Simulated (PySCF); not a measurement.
C4H10Si2. Atoms are numbered in the order given.

```xyz
16

C     -1.6660     0.5672     1.8394
C     -1.2571     0.2207     0.6172
C     -1.8210     0.6260    -0.7526
C     -0.7576    -0.0017    -1.7184
Si     0.1417    -0.7538    -0.2007
Si     2.3109     0.0228     0.2597
H     -1.1540     0.2107     2.7390
H     -2.5322     1.2227     1.9974
H     -2.8238     0.1940    -0.9143
H     -1.9204     1.7193    -0.8658
H     -0.1753     0.7498    -2.2719
H     -1.1740    -0.7127    -2.4465
H      0.0857    -2.2440    -0.0709
H      2.6747    -0.2484     1.6835
H      2.3625     1.4980     0.0298
H      3.3298    -0.6287    -0.6191
```
Charge 0, spin multiplicity 1.

Coordinates come from a B3LYP-D3(BJ)/def2-SVP optimisation. A frequency run showed that this geometry is not a minimum. The structure was generated by enumeration; whether it is a known compound was not checked.

These are TDA-PBE0/def2-SVPD run with PySCF values and carry that method's errors.

Vertical excitations. The molecule is in vacuum.

Question: List the lowest excited states. (Estimate from the structure and the level; the computed values follow.)

Answer: 
```
state  energy (eV)  λ (nm)      f                                                           main pairs
-----  -----------  ------  -----  -------------------------------------------------------------------
S1            5.57     223  0.057                                     HOMO−1→LUMO 57 %, HOMO→LUMO 36 %
S2            5.85     212  0.013                                                     HOMO→LUMO+1 95 %
S3            6.23     199  0.047                                 HOMO−1→LUMO+1 72 %, HOMO−2→LUMO 21 %
S4            6.31     197  0.028                 HOMO−2→LUMO 58 %, HOMO−1→LUMO+1 21 %, HOMO→LUMO 13 %
S5            6.46     192  0.256  HOMO→LUMO 39 %, HOMO−1→LUMO 28 %, HOMO−2→LUMO 14 %, HOMO−3→LUMO 8 %
S6            6.57     189  0.020                                                     HOMO→LUMO+2 91 %
T1            3.81     326      0                                     HOMO→LUMO 73 %, HOMO−1→LUMO 16 %
T2            5.04     246      0                   HOMO−1→LUMO 70 %, HOMO→LUMO 15 %, HOMO−2→LUMO 11 %
```
Triplets are in the Tamm–Dancoff approximation.
